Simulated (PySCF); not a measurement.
Removal energies of Pb⁶⁴⁺ from EOM-IP-GCCSD

Reference: closed-shell Pb⁶⁴⁺, [Ar]; one electron is removed. Calculated with PySCF 2.14, two-component X2C-1e with screened spin-orbit coupling, an uncontracted even-tempered set (17 s from 7.4 bohr⁻², ratio 2.6; 14 p from 9.7 bohr⁻², ratio 2.6; 5 d from 9.9 bohr⁻², ratio 2.8; 3 f from 150 bohr⁻², ratio 2.8); frozen [Ne]; the 58 highest virtual spinors dropped; of the others 54 kept and the rest restored at second order. No Breit or QED terms. Binding energies in eV.

```json
{"level": "3s1/2", "Koopmans": "8201.3", "second order": "8193.0", "EOM-CCSD": "8177.2"}
{"level": "3p1/2", "Koopmans": "7948.4", "second order": "7947.8", "EOM-CCSD": "7947.7"}
{"level": "3p3/2", "Koopmans": "7366.5", "second order": "7367.8", "EOM-CCSD": "7368.1"}
```

One-hole weights below 0.9, a sign of mixing with satellites: 3s1/2 (0.78).

For comparison, the ionisation energy of Pb⁶⁴⁺ is 7362 ± 24 eV (theoretical estimate listed by NIST; NIST Atomic Spectra Database, ionization energies).
